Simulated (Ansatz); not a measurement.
## Ansatz (development build ahead of 0.2.0) run

```yaml
crystal:
  periodic: [false, false, false]
  atoms:
    - { symbol: C, position_ang: [-0.03987, 0.72418, -0.02882] }
    - { symbol: C, position_ang: [-1.22914, 1.41038, 0.04705] }
    - { symbol: C, position_ang: [-2.47969, 0.70257, -0.00943] }
    - { symbol: C, position_ang: [-2.46905, -0.73954, 0.00058] }
    - { symbol: C, position_ang: [-1.2225, -1.36506, 0.02842] }
    - { symbol: C, position_ang: [-0.0118, -0.6699, -0.01751] }
    - { symbol: C, position_ang: [2.47426, 0.71656, 0.02297] }
    - { symbol: C, position_ang: [1.26908, 1.42682, -0.03376] }
    - { symbol: C, position_ang: [1.24153, -1.3664, -0.03634] }
    - { symbol: C, position_ang: [2.39656, -0.71545, -0.0355] }
    - { symbol: H, position_ang: [-1.26022, 2.53937, 0.00803] }
    - { symbol: H, position_ang: [-3.34339, 1.28054, -0.00823] }
    - { symbol: H, position_ang: [-3.39912, -1.20209, -0.00656] }
    - { symbol: H, position_ang: [-1.28248, -2.46712, 0.00171] }
    - { symbol: H, position_ang: [3.3535, 1.25439, 0.04162] }
    - { symbol: H, position_ang: [1.27922, 2.47053, -0.02095] }
    - { symbol: H, position_ang: [1.28063, -2.46446, -0.00176] }
    - { symbol: H, position_ang: [3.36466, -1.20142, -0.00899] }
basis:
  gaussian: { orbitals: def2-SVP }
hamiltonian:
  xc: hf
correlation:
  method: mp2
  frozen_orbitals: { C: 1, H: 0 }
output:
  forces: true
```

The input is written out in the form of the current development build from the run's settings.

The run gave:

```json
{
  "Converged": "yes",
  "Reference energy": "-383.04527 hartree",
  "Correlation energy": "-1.29224 hartree",
  "Total energy": "-384.33750 hartree",
  "Spin squared of the determinant": "0.000",
  "Stability test": "minimum among restricted orbitals"
}
```

Forces (eV/Å):
| atom | Fx | Fy | Fz |
| --- | --- | --- | --- |
| C1 | 3.563 | 1.577 | 0.152 |
| C2 | -3.476 | 0.920 | -0.601 |
| C3 | 3.841 | -1.007 | 0.324 |
| C4 | 2.372 | 3.326 | 0.113 |
| C5 | -1.998 | -1.428 | -0.364 |
| C6 | 0.416 | -1.437 | 0.070 |
| C7 | -4.257 | -0.886 | -0.504 |
| C8 | -0.515 | -3.029 | 0.231 |
| C9 | -2.012 | -1.595 | 0.136 |
| C10 | 3.042 | 2.359 | 0.291 |
| H11 | 0.165 | -1.159 | 0.158 |
| H12 | -2.071 | 0.955 | -0.010 |
| H13 | -1.737 | -1.520 | -0.019 |
| H14 | 0.573 | 0.240 | 0.116 |
| H15 | 2.417 | 1.070 | 0.059 |
| H16 | -0.077 | 2.092 | 0.023 |
| H17 | -0.374 | 0.171 | -0.121 |
| H18 | 0.128 | -0.650 | -0.052 |
